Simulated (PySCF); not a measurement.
**Electric properties by functional and basis**

Compound: CH₄BBr.
SMILES: `CBBr`

PySCF, dipoles from the SCF density, polarisabilities from static response with core orbitals frozen. Isolated species at its PBE0-D3(BJ)/def2-SVP geometry, gas phase. The LDA/def2-SVPD calculation is non-relativistic and has no spin–orbit coupling, an omission that weighs most on bromine.

The anisotropy is √(½[(α1 − α2)² + (α2 − α3)² + (α3 − α1)²]).

```json
{"level": "LDA/def2-SVPD", "μ (D)": "1.405", "α (au)": "52.76", "anisotropy (au)": "23.30"}
{"level": "PBE/def2-SVPD", "μ (D)": "1.345", "α (au)": "52.24", "anisotropy (au)": "22.96"}
{"level": "B3LYP/def2-SVPD", "μ (D)": "1.409", "α (au)": "50.60", "anisotropy (au)": "21.04"}
{"level": "PBE0/def2-SVPD", "μ (D)": "1.460", "α (au)": "49.98", "anisotropy (au)": "20.72"}
{"level": "BHandHLYP/def2-SVPD", "μ (D)": "1.528", "α (au)": "48.45", "anisotropy (au)": "18.87"}
{"level": "CAM-B3LYP/def2-SVPD", "μ (D)": "1.478", "α (au)": "49.63", "anisotropy (au)": "19.83"}
{"level": "wB97X-D/def2-SVPD", "μ (D)": "1.526", "α (au)": "49.60", "anisotropy (au)": "19.59"}
{"level": "LC-wPBE/def2-SVPD", "μ (D)": "1.547", "α (au)": "48.24", "anisotropy (au)": "18.79"}
{"level": "HF/def2-SVPD", "μ (D)": "1.700", "α (au)": "46.43", "anisotropy (au)": "16.18"}
{"level": "PBE0/6-31G*", "μ (D)": "1.597", "α (au)": "38.81", "anisotropy (au)": "25.49"}
{"level": "PBE0/def2-SVP", "μ (D)": "1.406", "α (au)": "39.23", "anisotropy (au)": "22.66"}
{"level": "PBE0/aug-cc-pVDZ", "μ (D)": "1.491", "α (au)": "49.76", "anisotropy (au)": "21.66"}
{"level": "PBE0/def2-TZVP", "μ (D)": "1.444", "α (au)": "46.62", "anisotropy (au)": "21.60"}
{"level": "PBE0/def2-TZVPD", "μ (D)": "1.456", "α (au)": "50.48", "anisotropy (au)": "21.09"}
{"level": "PBE0/aug-cc-pVTZ", "μ (D)": "1.460", "α (au)": "50.55", "anisotropy (au)": "21.19"}
```

The dipole runs from 1.35 D (PBE/def2-SVPD) to 1.70 D (HF/def2-SVPD). No reference polarisability is at hand; against PBE0 in the largest diffuse basis at hand (aug-cc-pVTZ) the other PBE0 rows deviate by 6-31G* -23%, def2-SVP -22%, def2-SVPD -1%, aug-cc-pVDZ -2%, def2-TZVP -8%, def2-TZVPD 0%. In one basis (def2-SVPD) the functionals order the polarisability from HF (lowest) to LDA (highest), a spread of 14%. With PBE0 the polarisability is 41.55 au without diffuse functions (mean of 6-31G*, def2-SVP and def2-TZVP) and 50.19 au with them (mean of def2-SVPD, aug-cc-pVDZ, def2-TZVPD and aug-cc-pVTZ).
